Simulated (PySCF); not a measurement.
C4H4ClF, SMILES C1(Cl)C[C@@H](F)C=1.

Coordinates come from a TPSSh-D3(BJ)/def2-SVP optimisation. The structure was generated by enumeration; whether it is a known compound was not checked.

Method: PySCF with B3LYP/def2-TZVP.

Isolated molecule, no solvent.

- total energy: -714.94672 hartree
- highest occupied level: -7.38 eV
- lowest empty level: -0.73 eV
- orbital gap: 6.65 eV
- dipole moment: 1.25 D
- quadrupole, principal values (traceless, Buckingham form, about the centre of nuclear charge): -8.97, 3.20, 5.77 D·Å
- mean static polarisability: 58.2 bohr³ (8.62 Å³)
- polarisability, principal values: 42.1, 55.6, 76.9 bohr³
